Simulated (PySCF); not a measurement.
Computed IR spectrum (relative IR intensity) of a molecule CH₆O₃Si₂. The structure is a stationary point at PBE-D3(BJ)/def2-SVP. One conformer was computed; it need not be the lowest. Method: PBE-D3(BJ)/def2-SVP in PySCF. Frequencies are harmonic and unscaled.

ν (cm⁻¹): 143 (w), 279 (w), 389 (w), 425 (w), 529 (w), 572 (m), 641 (m), 683 (w), 707 (w), 760 (m), 787 (s), 825 (m), 865 (s), 899 (w), 921 (m), 1001 (w), 1012 (vs), 1240 (vs), 1343 (vw), 1732 (vs), 2124 (m), 2161 (m), 2175 (m), 2188 (m), 2969 (m), 3571 (vs) (against the strongest line: vs over 80 %, s over 45 %, m over 15 %, w over 4 %, vw less)

**Question.** Which molecule gave these data?
A) [SiH3]O[SiH]1OCO1
B) O=CO[SiH2][SiH2]O
C) O[Si]1([SiH3])OCO1
D) O[Si@@H]1CO[SiH2]O1

**Answer.** B, O=CO[SiH2][SiH2]O
